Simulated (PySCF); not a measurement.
Species: trans-Ag(NH3)2Cl2 (doublet state).
Structure used (PBE0-D3(BJ)/def2-SVP), in Å, numbered top down from 1:
```
atom  x, y, z in Å
Ag1   -0.0003    0.0085    0.0036
N2     2.1975   -0.0093   -0.0061
H3     2.5555   -0.0744    0.9453
H4     2.5296    0.8606   -0.4209
H5     2.5305   -0.8166   -0.5312
Cl6    0.0459    2.4045    0.0112
N7    -2.1983    0.0090    0.0032
H8    -2.5118   -0.8875    0.3741
H9    -2.5541    0.1134   -0.9455
H10   -2.5511    0.7816    0.5658
Cl11  -0.0433   -2.3899    0.0005
```

Method used: PBE0-D3(BJ)/def2-SVP geometry optimisation, gas phase, def2 core potentials past Kr in PySCF.

Question: Which atoms are bound to Ag1, and at what distances?

Answer: 4 atoms: N2 2.198 Å, N7 2.198 Å, Cl6 2.396 Å, Cl11 2.399 Å. The nearest atom not counted as bound is H8, at 2.69 Å.

Question: List the angles at Ag1.

Answer: 
```csv
angle,degrees,distance of the outer atoms (Å)
Cl6–Ag1–Cl11,179.9,4.80
N2–Ag1–N7,179.5,4.40
Cl6–Ag1–N7,91.1,3.28
N2–Ag1–Cl11,90.6,3.27
N2–Ag1–Cl6,89.4,3.23
N7–Ag1–Cl11,89.0,3.22
```

Question: What is the shape at Ag1?

Answer: Square planar: angles from 89.0° to 179.9°; τ4 = (360° − α − β)/141° = 0.00 with α and β the two widest (0 for a square, 1 for a tetrahedron).

Question: What are the other bond lengths?

Answer: N2–H3 and 5 like bonds 1.019 Å.

Question: What are the rotational constants (commonest isotopes, rigid rotor)?

Answer: A = 2856, B = 1240, C = 872.6 MHz: an asymmetric top.

Point group: near C2h, missed by 0.19 Å at most; the miss may be what the optimiser left on a soft mode (Ci holds within 0.08 Å). Charge 0, doublet. ⟨S²⟩ = 0.753 (exact for a doublet: 0.75). No PBE0-D3(BJ)/def2-SVP frequencies stand behind this structure, so it isn't proved a minimum.

On one thread, x86-64 server, on a shared host, this took 1.7 min of wall time. These figures are those of the optimisation.

Caution for open-shell metal species: one SCF solution and one stationary point were followed, and a lower state or a bent or distorted shape isn't ruled out.
